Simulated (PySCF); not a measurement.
These compounds are isomers of formula C7H9N.

A. `C#C[C@@H](C#CC)NC`
B. SMILES Cc1ccccc1N
C. 3-ethylpyridine (c1cc(CC)cnc1)

Spectrum 1. ¹H NMR (300 MHz, computed): δ 7.34 (d, 1H), 7.33 (m, 1H), 6.87 (m, 1H), 6.74 (d, 1H), 3.31 (br s, 2H), 2.20 (s, 3H). ¹³C{¹H} NMR (computed): δ 150.2 (C), 135.9 (CH), 133.0 (CH), 123.8 (C), 122.5 (CH), 117.3 (CH), 20.1 (CH3).

Spectrum 2. ¹H NMR (300 MHz, computed): δ 8.85 (d, J = 2.2 Hz, 1H), 8.83 (dd, J = 5.5, 1.5 Hz, 1H), 7.72 (ddd, J = 8.6, 2.2, 1.5 Hz, 1H), 7.37 (dd, J = 8.6, 5.5 Hz, 1H), 2.63 (q, J = 8.0 Hz, 2H), 1.22 (t, J = 8.0 Hz, 3H). ¹³C{¹H} NMR (computed): δ 155.4 (CH), 153.2 (CH), 145.5 (C), 140.9 (CH), 128.3 (CH), 32.1 (CH2), 22.5 (CH3).

Spectrum 3. ¹H NMR (300 MHz, computed): δ 3.88 (d, 1H), 2.61 (s, 3H), 2.06 (s, 3H), 1.69 (d, 1H), 0.17 (br s, 1H). ¹³C{¹H} NMR (computed): δ 87.1 (C), 86.5 (C), 83.5 (C), 76.6 (CH), 44.5 (CH), 36.7 (CH3), 4.6 (CH3).

[PySCF: couplings computed with B3LYP/pcJ-1 (spin–dipole term left out of most H,H and C,H couplings); NMR shieldings at PBE0/pcSseg-1/GIAO; geometry from GFN2-xTB; fast rotation and ring inversion assumed for equivalent nuclei; non-relativistic Hamiltonian; gas phase; one conformer]

Shifts are taken against calculated references (same method and geometry level): ¹H (σref 31.72) and ¹³C (σref 186.93) vs TMS. Multiplet labels drop J under 1 Hz and among equivalent protons, and merge close values. Unscaled 3J(H,H) run several per cent high. Where no couplings were computed, multiplicities follow the n + 1 count of equivalent neighbours, and m marks all less simple cases (inequivalent or close neighbours, rings, F or P nearby). Shifts are as computed. Against solution values, carbons near 30 ppm lie about +3 ppm off and those near 130 ppm about +5 ppm. Of 1211 compounds with measured shifts, 218 miss one by over three times the rms of a fit or turn the order of signals round; such compounds aren't used in these exercises. OH and NH positions are gas-phase values without hydrogen bonding to other molecules.

Problem. Match each spectrum to its structure.

Solution. 1–B, 2–C, 3–A.

- Spectrum 1 (B): 7 ¹³C signals; δC 150.2 is an aromatic carbon bearing nitrogen; δC 135.9 is an aromatic CH.
- Spectrum 2 (C): 7 ¹³C signals; δC 155.4 is an aromatic CH next to a ring nitrogen; δC 153.2 is an aromatic CH next to a ring nitrogen.
- Spectrum 3 (A): 7 ¹³C signals; δC 87.1 is an alkyne carbon; δC 86.5 is an alkyne carbon.
